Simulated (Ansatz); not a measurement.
Cost and result for the atomization energy of `C=[N][GeH2][CH3]` (11 atoms, 10 bonds).

```xyz
11

C     2.0328   -0.6492    0.6877
N     0.9987    0.0052    0.9768
Ge   -0.6295   -0.4442    0.1836
C    -1.2750    1.1353   -0.7480
H     2.0658   -1.5035   -0.0094
H     2.9940   -0.3802    1.1436
H    -0.4144   -1.6382   -0.7817
H    -1.5807   -0.8510    1.3226
H    -1.3435    1.9691   -0.0486
H    -0.5871    1.4051   -1.5500
H    -2.2612    0.9515   -1.1765
```

Charge 0, multiplicity 1. Correlated methods include outer-core shells of Ge, which these sets cover unevenly. Scalar relativity is left out up to krypton. Geometry: relaxed with PBE0-D4/def2-TZVP. It is one conformer, not always the lowest. Program: Ansatz. All runs use 4 threads of an Intel Xeon 6975P-C on a shared host. Times are those of one run each, without the atoms' runs, and a repeat can differ threefold. Electronic energies, without spin–orbit coupling; frozen cores. CCSD(T)/CBS adds CCSD(T) − MP2 in def2-TZVPP to the MP2 limit, and its time is that of the two runs behind it. T1 = 0.012. With those shells the extrapolation isn't a true limit. B3LYP takes the VWN-RPA correlation (the form of Gaussian; ORCA's B3LYP/G).

CCSD(T)/CBS is a level of theory with its own doubt, some kJ/mol a heavy atom from the limit and from the frozen cores, so smaller differences don't rank the functionals.

```tsv
level	functions	wall time	atomization (kcal/mol)	difference from CCSD(T)/CBS	per bond
PBE-D4/def2-TZVPP (with forces)	239	1.4 s	939.4	13.8	1.4
PBE0-D4/def2-TZVPP	239	1.7 s	923.6	-2.0	-0.2
B3LYP-D4/def2-TZVPP (with forces)	239	3 s	925.9	0.3	0.0
B2PLYP/def2-TZVPP	239	3.1 s	916.2	-9.4	-0.9
ωB97X-V/def2-TZVPP	239	4.1 s	928.1	2.5	0.3
r2SCAN-D4/def2-TZVPP (with forces)	239	4.9 s	923.4	-2.2	-0.2
ωB97M-V/def2-TZVPP (with forces)	239	6 s	924.4	-1.2	-0.1
MP2/def2-QZVPP	470	16 s	922.3	-3.3	-0.3
CCSD(T)/def2-TZVPP	239	43 s	904.9	-20.7	-2.1
CCSD(T)/CBS(def2)	–	59 s	925.6	0.0	0.0
```

From PBE to PBE0 (25 % exact exchange), in def2-TZVPP and without D4, the atomization energy moves by −15.1 kcal/mol: exact exchange takes away binding that semilocal exchange gives to molecules. In def2-TZVPP, CCSD(T) changes the Hartree–Fock value by +242.0 kcal/mol (the triples alone add +13.7 kcal/mol) and MP2 by +247.3 kcal/mol; breaking electron pairs costs correlation energy, which Hartree–Fock lacks. The D4 term adds +7.4 kcal/mol with B3LYP and +3.9 kcal/mol with PBE0; it sums over pairs of atoms, weighted by their polarisabilities, and B3LYP, whose exchange is more repulsive, gets the larger term.
